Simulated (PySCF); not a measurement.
C5H8O.

```xyz
14

C      2.1361    -0.4037    -0.0299
C      0.8230    -0.1818    -0.0725
C     -0.2877    -1.1829     0.1101
C     -1.4554    -0.2705     0.4744
O     -1.2412     0.8975    -0.2803
C      0.1421     1.1553    -0.2837
H      2.8564     0.4070    -0.1739
H      2.5401    -1.4037     0.1482
H     -0.0611    -1.9504     0.8637
H     -0.4944    -1.6916    -0.8474
H     -2.4438    -0.6751     0.2133
H     -1.4489    -0.0503     1.5623
H      0.4219     1.8581     0.5280
H      0.4110     1.6284    -1.2420
```
Charge 0, spin multiplicity 1.

Geometry optimised at PBE0-D3(BJ)/def2-SVP. The values are those of a single conformer.

All values below come from PBE0/pcSseg-1 run with PySCF. Non-relativistic, no solvent.

### Question
Give the absolute GIAO shielding of each atom: isotropic value and principal components (ppm). (Estimate from the structure and the level; the computed values follow.)

### Answer

```
atom  σ(iso)    σ11    σ22    σ33   span
----  ------  -----  -----  -----  -----
C1      74.4  -35.1   93.0  165.2  200.3
C2      24.7  -86.0   35.6  124.4  210.4
C3     147.0  125.5  151.5  164.1   38.7
C4     114.1   75.8  103.2  163.5   87.7
O5     283.6  203.9  285.9  361.0  157.1
C6     111.2   78.3   99.2  156.0   77.7
H7      26.1   23.3   24.6   30.3    7.1
H8      25.8   23.0   24.2   30.3    7.3
H9      29.1   25.6   27.4   34.2    8.5
H10     28.7   24.5   27.1   34.6   10.1
H11     27.3   23.3   25.9   32.7    9.4
H12     27.9   23.0   26.9   33.7   10.7
H13     27.1   22.6   26.8   32.0    9.4
H14     26.8   22.8   26.1   31.5    8.7
```
